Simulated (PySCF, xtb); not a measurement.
ZnH2, SMILES [ZnH2].

xtb with GFN2-xTB at its own geometry gives an orbital gap of 7.58 eV and a dipole moment of 0.00 D.

Coordinates come from a PBE-D3(BJ)/def2-TZVPD optimisation. The isomer is the one that the SMILES or the coordinates give; other isomers of the formula were not compared.

### Question
What does PBE/def2-TZVPD (PySCF) give? (An estimate is asked for; the answer gives what the named calculation found.)

### Answer
gap 5.42 eV (levels -6.87 and -1.45 eV), dipole 0.00 D.
